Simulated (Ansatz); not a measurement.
Cost and result for the atomization energy of CH$_{3}$BSTe, SMILES `[TeH]B1CS1` (7 atoms, 7 bonds).

Charge 0, multiplicity 1. Correlated methods include outer-core shells of Te, which these sets cover unevenly. Te: def2 effective core potential. Geometry: relaxed with PBE0-D4/def2-TZVP. Program: Ansatz. All runs use 2 threads of an Arm Neoverse V2 on a shared host. Times are those of one run each, without the atoms' runs, and a repeat can differ threefold. Electronic energies, without spin–orbit coupling; frozen cores. CCSD(T)/CBS adds CCSD(T) − MP2 in def2-TZVPP to the MP2 limit, and its time is that of the two runs behind it. T1 = 0.014. With those shells the extrapolation isn't a true limit. B3LYP takes the VWN-RPA correlation (the form of Gaussian; ORCA's B3LYP/G). HSE06 is the plane-wave form, built on full-range PBE exchange.

CCSD(T)/CBS is a level of theory with its own doubt, some kJ/mol a heavy atom from the limit and from the frozen cores, so smaller differences don't rank the functionals.

```tsv
level	functions	wall time	atomization (kcal/mol)	difference from CCSD(T)/CBS	per bond
LDA (SPW92)/def2-TZVPP	196	1.2 s	670.1	98.0	14.0
BLYP-D4/def2-TZVPP	196	2.1 s	571.3	-0.8	-0.1
PBE0-D4/def2-TZVPP	196	3.2 s	580.7	8.6	1.2
HSE06-D4/def2-TZVPP	196	3.3 s	581.1	9.0	1.3
CAM-B3LYP-D4/def2-TZVPP	196	3.4 s	568.7	-3.4	-0.5
CCSD(T)/def2-SVP	87	3.8 s	535.2	-36.9	-5.3
B3LYP-D4/def2-TZVPP (with forces)	196	4.8 s	570.6	-1.5	-0.2
r2SCAN-D4/def2-TZVPP (with forces)	196	5.5 s	579.6	7.5	1.1
r2SCANh-D4/def2-TZVPP	196	5.5 s	575.1	3.0	0.4
PBE-QIDH/def2-TZVPP	196	6 s	573.4	1.3	0.2
MP2/def2-QZVPP	356	17 s	579.5	7.4	1.1
CCSD(T)/def2-TZVPP	196	97 s	554.0	-18.1	-2.6
CCSD(T)/CBS(def2)	–	110 s	572.1	0.0	0.0
```

From PBE to PBE0 (25 % exact exchange), in def2-TZVPP and without D4, the atomization energy moves by −12.2 kcal/mol: exact exchange takes away binding that semilocal exchange gives to molecules. At CCSD(T), def2-SVP lies −36.9 kcal/mol from the extrapolated value and def2-TZVPP −18.0 kcal/mol: correlation converges slowly with the basis, and small sets miss more of it in the bonded molecule than in its fragments. The D4 term adds +7.4 kcal/mol with B3LYP and +3.8 kcal/mol with PBE0; it sums over pairs of atoms, weighted by their polarisabilities, and B3LYP, whose exchange is more repulsive, gets the larger term.

Spin–orbit coupling would lower the free Te atoms strongly, and the atomization energy with them, by more than many differences here.
